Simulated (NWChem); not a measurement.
System: iodine (I₂); SMILES II

All runs: NWChem. The geometry was optimised at PBE0-D3(BJ)/def2-TZVP. def2 effective core potentials on I; no spin-orbit coupling. Level: M05-2X/def2-SVP with COSMO at NWChem's default radii, gas-phase geometry; rows give the dielectric constant.

| dielectric constant | electrostatic solvation energy (kcal/mol) |
|---|---|
| 1.5 | (withheld) |
| 2.4 | -1.1 |
| 4.8 | -1.5 |
| 25.0 | -1.9 |
| 78.4 | -1.9 |

Q: Fill in the missing entries.

A: 
- 1.5, electrostatic solvation energy (kcal/mol): -0.6
